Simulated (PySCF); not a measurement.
A structure optimised at PBE0-D3(BJ)/def2-TZVP, used in a PySCF frequency run:

```xyz
4

F      0.0000     0.0000    -2.3970
Be     0.0000     0.0000    -1.0262
Be     0.0000     0.0000     1.0262
F      0.0000     0.0000     2.3970
```
Charge 0, spin multiplicity 1.

Q: Write its SMILES, formula and point group.

A: [F][Be][Be][F], Be2F2, D∞h

Q: What are its rotational constants (standard atomic weights)?

A: 2.1297 GHz (linear rotor, B only)
